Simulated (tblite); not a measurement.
C5H10O3SSi.
Atom-mapped SMILES: `[CH:1]#[C:2][C@@:3]([CH3:4])([SiH2:5][CH3:6])[S:7](=[O:8])(=[O:9])[OH:10]` (hydrogens: H11 on C1; H12, H13, H14 on C4; H15, H16 on Si5; H17, H18, H19 on C6; H20 on O10)

Structure used (GFN2-xTB), in Å, numbered top down from 1:
```
atom  x, y, z in Å
C1    -1.168   -1.067   -2.109
C2    -0.842   -0.607   -1.051
C3    -0.452   -0.043    0.200
C4    -1.072   -0.758    1.387
Si5    1.415    0.364    0.396
C6     2.307   -1.220   -0.164
S7    -1.082    1.636    0.251
O8    -0.286    2.347    1.205
O9    -2.509    1.712    0.351
O10   -0.684    2.205   -1.215
H11   -1.450   -1.483   -3.030
H12   -2.157   -0.782    1.286
H13   -0.700   -1.778    1.458
H14   -0.825   -0.219    2.300
H15    1.795    1.471   -0.478
H16    1.666    0.595    1.819
H17    2.030   -2.082    0.434
H18    3.379   -1.093   -0.070
H19    2.092   -1.461   -1.201
H20   -1.462    2.272   -1.771
```

Calculated harmonic vibrations of the isolated species, GFN2-xTB (tblite), most abundant isotopes, no scaling. Errors from tens to a few hundred cm⁻¹ against measured bands are possible. Modes of hydrogen on silicon can be 10 to 20 % off. One conformer, not necessarily the lowest.

Harmonic wavenumbers (cm⁻¹): 51.3, 69.7, 98.5, 113.2, 126.0, 149.1, 163.5, 167.5, 202.9, 207.2, 236.9, 290.8, 300.4, 374.3, 395.5, 407.8, 440.6, 461.3, 499.2, 575.8, 624.6, 635.2, 666.3, 692.6, 715.1, 734.4, 747.8, 783.8, 810.2, 836.4, 884.5, 948.5, 1065.6, 1122.0, 1137.3, 1199.9, 1265.6, 1370.5, 1397.9, 1470.7, 1476.1, 1485.8, 1490.2, 2272.0, 2280.2, 2318.7, 3014.4, 3020.7, 3035.9, 3041.9, 3043.2, 3076.9, 3395.9, 3600.6.

A = 1389, B = 907.9, C = 767.7 MHz; mass 178.012 u (most abundant isotopes); point group C1, symmetry number 1.

What is the zero-point energy?

Half the sum of the wavenumbers: 30496 cm⁻¹ = 87.19 kcal/mol.

Give the ideal-gas entropy at 350 K and 1 bar in the rigid-rotor, harmonic-oscillator model (classical rotation).

Translation 42.26, rotation 30.66, vibration 51.91: S = 124.8 cal/(mol K).

And Cp and H(350 K) − H(0)?

Cp = 57.62 cal/(mol K), of which vibrations give 49.67 (their classical limit is 54 R = 107.3); H(350 K) − H(0) = 12.30 kcal/mol without the zero-point energy, 9.52 from vibrations.

What must be added to the electronic energy to get the Gibbs energy at 350 K and 1 bar?

ZPE + [H(350 K) − H(0)] − T·S = 87.19 + 12.30 − 43.69 = 55.80 kcal/mol.

How do the functions run with temperature in this model?

```
T (K)  S (cal/(mol K))  Cp (cal/(mol K))  H − H(0) (kcal/mol)  G − H(0) (kcal/mol)  ln q(vib)
  100             75.2              25.4                 1.57                -5.96       2.29
  200             97.6              40.3                 4.88               -14.64       6.38
  300            116.3              52.5                 9.54               -25.36      10.46
  500            147.5              69.7                21.90               -51.87      18.08
  800            183.9              84.7                45.26              -101.83      28.05
 1000            203.5              91.2                62.88              -140.61      33.86
```

q(vib) and H(0) count from the zero-point level.

Blend soft modes into free rotors: weight 1/[1 + (100 cm⁻¹/ν̃)⁴] for the oscillator and the rest for a rotor with moment μB/(μ + B), μ = h/(8π²ν), B = 10⁻⁴⁴ kg m². What vibrational entropy results?

48.79 cal/(mol K) in place of 51.91, which changes −T·S at 350 K by +1.09 kcal/mol.

Which modes carry the vibrational entropy at 350 K?

51.3 cm⁻¹: 5.08; 69.7 cm⁻¹: 4.48; 98.5 cm⁻¹: 3.80; 113.2 cm⁻¹: 3.53; 126.0 cm⁻¹: 3.32; 149.1 cm⁻¹: 2.99 cal/(mol K); the other 48 give 28.72 together.

Hindered rotation and anharmonicity are outside this model. Other conformers, if any are populated, would add a mixing term that is left out. The structure is chiral; the term R ln 2 for an equal mix with its mirror image is left out.
